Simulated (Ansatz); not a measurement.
Mulliken charges of `O[CH2][In]([F])[F]` from ωB97M-V/def2-TZVPP in Ansatz (PBE0-D4/def2-TZVP geometry).

```tsv
atom	x (Å)	y (Å)	z (Å)	charge (e)
O1	0.044	-0.934	1.343	-0.291
C2	0.817	-0.040	0.615	-0.171
In3	-0.492	0.808	-0.894	0.948
F4	-1.652	-0.786	-1.102	-0.528
F5	-1.106	2.218	-2.058	-0.453
H6	-0.463	-1.490	0.737	0.210
H7	1.651	-0.506	0.078	0.141
H8	1.200	0.730	1.281	0.144
```

Task: By hand: the dipole of these point charges (1 e Å = 4.8032 D).

Result: Σ q r = (1.063, 0.176, 0.521) e Å, of length 1.197 e Å = 5.75 D.

Task: How does the dipole of the full density compare? (An estimate is asked.)

Result: The calculation gave: (0.718, 0.097, 0.267) e Å, 3.71 D; the point charges give 1.55 times that, at 6° from its direction.

Point charges leave out the atoms' own dipoles, such as those of lone pairs, and Mulliken's split depends on the basis, so the two needn't agree.
